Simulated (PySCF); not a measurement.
All values below come from M06-2X/def2-TZVP // B3LYP-D3(BJ)/def2-TZVP (PySCF 2.14.0). Isolated molecules, 0 K electronic values unless said otherwise. Delta-SCF ions had no search for a lower state. 

Reference species (SMILES): `[Br][Ga]([Br])[Br]` (neutral, multiplicity 1).

```json
{
 "S1 oscillator strength": "0.000",
 "vertical ionisation energy (Delta-SCF)": "11.06 eV"
}
```

Changed species: `[SiH3][Ga]([SiH3])[SiH3]` (3 of 3 Br replaced by SiH3; the reference has 0 of 3 Br replaced by SiH3).

**Question.** Predict the effect on the S1 oscillator strength and vertical ionisation energy (Delta-SCF).

**Answer.** the S1 oscillator strength stays essentially unchanged; the vertical ionisation energy (Delta-SCF) decreases by 2.10 eV, to 8.96 eV.
